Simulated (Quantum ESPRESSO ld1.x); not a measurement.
Task: The mean radii <r> (bohr) of the occupied orbitals of an atom or ion are listed with their occupations. Calculated with ld1.x of Quantum ESPRESSO 7.5: non-relativistic Kohn-Sham, LDA (Slater exchange, VWN5 correlation), spin-polarised, spherical densities, point nucleus.

| orbital | occ. | <r> |
|---|---|---|
| 1s | 2 | 0.02926 |
| 2s | 2 | 0.1261 |
| 2p | 6 | 0.1074 |
| 3s | 2 | 0.3362 |
| 3p | 6 | 0.3266 |
| 3d | 10 | 0.2971 |
| 4s | 2 | 0.7923 |
| 4p | 6 | 0.8291 |
| 4d | 10 | 0.9400 |

Name the element and its charge. Open shells, if any, are filled with parallel spins first.

Result: Z = 52, tellurium, charge +6: Te6+ in [Kr] 4d10. The 1s radius gives Z: for a bare nucleus <r> = 1.5/Z, 0.02885 bohr for Z = 52, and screening makes it slightly larger (0.02926 here). The occupations add up to 46, and the charge is Z minus that.
